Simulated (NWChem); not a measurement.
Species: C2H6NO cation; SMILES CC(N)=[OH+]

```xyz
10

C      0.1849    -1.4055    -0.0001
C     -0.0070     0.0615     0.0001
N      0.9892     0.8984     0.0000
O     -1.1873     0.5901     0.0000
H     -0.3037    -1.8370     0.8888
H      1.2442    -1.6875     0.0049
H     -0.2972    -1.8366    -0.8928
H      0.8181     1.9041    -0.0001
H      1.9515     0.5740    -0.0003
H     -1.9059    -0.0620     0.0003
```
Atoms are numbered in this order, from 1.

Program: NWChem. Pople sets run with spherical d functions. Structure relaxed at the PBE0/def2-SVP level. Vertical excitations in the gas phase; the lowest state need not have the same character in each row.

```csv
level,"lowest excitation, singlet (eV)","lowest state with f > 0.02, singlet (eV)",orbital gap (eV)
"PBE/6-31G*, full TDDFT",7.75,8.13,6.24
"B3LYP/6-31G*, full TDDFT",8.24,8.33,8.30
"LRC-wPBEh/6-31G*, full TDDFT",8.41,8.43,12.51
"LDA (Slater exchange, VWN5)/6-31G*, full TDDFT",[?],8.13,[?]
```

**Question.** What belongs in the gaps?

**Answer.** 
- LDA (Slater exchange, VWN5)/6-31G*, full TDDFT, lowest excitation, singlet (eV): 7.66
- LDA (Slater exchange, VWN5)/6-31G*, full TDDFT, orbital gap (eV): 6.19
